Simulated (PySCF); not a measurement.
Working out the excitation energy of Se

Se [Ar] 3d10 4s2 4p4 (3P) → Se [Ar] 3d10 4s1 4p4 5s1 (5P). Computed with PySCF 2.14 in aug-cc-pVTZ-PP with ECP10MDF (6s5p4d2f, 55 functions), with scalar relativity through the core potential. Frozen: 3s2 3p6 3d10. Energies in hartree (1 hartree = 27.21139 eV):

```
            part   Se (lower)   Se (upper)
             UHF  -371.862673  -371.270472
CCSD correlation    -0.120535    -0.123277
             (T)    -0.003891    -0.016411
```

Problem. What does Hartree-Fock give?

Solution. (-371.270472) − (-371.862673) = 0.592201 hartree = 16.115 eV.

Problem. What do CCSD and CCSD(T) give?

Solution. The CCSD correlation energies differ by -0.002742 hartree = -0.075 eV and the triples by -0.012520 hartree = -0.341 eV, so CCSD gives 16.040 eV and CCSD(T) 15.699 eV.

The upper state lies above the first ionisation limit, where it may autoionise and the basis confines it. A Rydberg-like electron needs more diffuse functions than a valence basis has.

The coupled-cluster amplitudes are large, so a single reference is strained.
